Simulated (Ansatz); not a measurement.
Coupled-cluster diagnostics for MoN(OH)3 (MoNO₃H₃), Ansatz.

Geometry of the singlet (B3LYP-D4/def2-SVP):

| atom | x (Å) | y (Å) | z (Å) |
| --- | --- | --- | --- |
| Mo1 | -0.0209 | -0.0149 | 0.0303 |
| N2 | 0.8429 | 0.5989 | -1.2180 |
| O3 | -1.8370 | 0.3208 | -0.3580 |
| H4 | -2.1228 | 0.7748 | -1.1622 |
| O5 | 0.5584 | 0.8921 | 1.5805 |
| H6 | 1.2403 | 1.5770 | 1.5595 |
| O7 | 0.3672 | -1.8606 | 0.0946 |
| H8 | 0.9720 | -2.2881 | -0.5267 |

In the def2 sets Mo takes a core potential; there is no spin–orbit coupling. Correlated methods freeze 4 core orbitals; core or outer-core shells of Mo are correlated, in sets that lack core-valence functions.

(1) Estimate the CCSD(T) correlation energy, the shares of MP2 and (T), T1 and the reference's ⟨S²⟩ for: charge 0, singlet, own geometry in def2-TZVP; and the rough time on 4 threads of Arm Neoverse V2 on a shared host.

## Answers

(1) 
```json
{"state": "charge 0, singlet, own geometry", "basis": "def2-TZVP", "correlation (eV)": "-39.654", "MP2 share (%)": "100.9", "(T) share (%)": "5.1", "T1": "0.020", "⟨S²⟩ (pure)": "0.00 (0.00)", "wall time": "100 s", "remarks": "restricted SCF unstable"}
```
Customary marks for T1 are 0.02 (closed shells), 0.045 (open shells) and about 0.05 (3d metals). T1 stays under 0.02 throughout.
